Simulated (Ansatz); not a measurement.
`[SiH3][O][ZnH]` + `CCC(C)F` → `F[SiH2][O][ZnH]` + `CCCC` at 700 K and 1 bar (formal exchange of groups at the Si–H bond).

Computed with Ansatz on PBE0-D4/def2-TZVP structures; ΔE is electronic, products minus reactants. CCSD(T)/CBS is the MP2 limit (def2-TZVPP, def2-QZVPP) plus CCSD(T) − MP2 in def2-TZVPP, frozen cores. For Zn outer-core shells are correlated without core-valence functions, which leaves a few kJ/mol of doubt a bond. Scalar relativity is left out up to krypton. One conformer a species, not always the lowest.

| species | CCSD(T)/CBS energy (Eh) | H − E (kJ/mol) | S (J/(mol·K)) |
| --- | --- | --- | --- |
| `[SiH3][O][ZnH]` | -2145.08513 | 151.1 | 415.8 |
| `CCC(C)F` | -257.43047 | 406.9 | 447.0 |
| `F[SiH2][O][ZnH]` | -2244.35972 | 143.8 | 432.2 |
| `CCCC` | -158.24160 | 420.8 | 414.7 |

H − E and S are ideal-gas, rigid-rotor, harmonic terms from PBE0-D4/def2-TZVP, for one conformer and one mirror image of each species. 1 Eh = 2625.50 kJ/mol, R = 8.31446 J/(mol·K).

Problem. By hand: ΔE, ΔH, ΔS and ΔG.

Solution. ΔE = (-2244.35972) + (-158.24160) − (-2145.08513) − (-257.43047) = -0.08572 Eh = -225.1 kJ/mol. Δ(H − E) = 143.8 + 420.8 − 151.1 − 406.9 = 6.6, so ΔH = -218.5 kJ/mol. ΔS = 432.2 + 414.7 − 415.8 − 447.0 = -15.9 J/(mol·K). ΔG = -218.5 − 700 × (-15.9)/1000 = -207.4 kJ/mol.

Problem. By hand: the equilibrium constant, and the temperature at which ΔG would vanish if ΔH and ΔS stayed fixed.

Solution. log₁₀ K = −ΔG/(RT ln 10) = 15.5. ΔG = 0 at ΔH/ΔS = 13742 K, far beyond where these terms or the molecules hold.

ΔH outweighs TΔS. A doubt of 5 kJ/mol in ΔE shifts log₁₀ K by 0.4 here. Other conformers and mirror images would add mixing entropy, several J/(mol·K) or more a flexible species. Modes under 60 cm⁻¹, often nearly free rotors, make the harmonic entropy too high. These are equilibria of isolated gas molecules and say nothing of rates. Largest T1 diagnostic: 0.016 (customary marks: 0.02 for closed shells, 0.045 for open ones).
